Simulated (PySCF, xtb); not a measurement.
H7P3Si, SMILES P[SiH](P)P. The values are those of a single conformer.

Harmonic wavenumbers (cm⁻¹) from GFN2-xTB in xtb at its own minimum, in rising order: 61, 72, 91, 93, 103, 132, 362, 476, 478, 544, 550, 660, 680, 697, 701, 709, 723, 1133, 1134, 1135, 2131, 2286, 2300, 2304, 2367, 2385, 2389.

Problem. What does PySCF 2.14.0 with PBE-D3(BJ)/def2-SVP give at its own minimum? (Estimate from the structure and the level; the computed values follow.)

Solution. 105, 106, 123, 136, 144, 149, 356, 453, 463, 535, 549, 588, 670, 692, 716, 763, 789, 1039, 1044, 1046, 2137, 2300, 2306, 2308, 2322, 2325, 2326. Paired by order, the mean absolute difference is 35 cm⁻¹ and the zero-point energies are 38.2 and 37.9 kcal/mol.
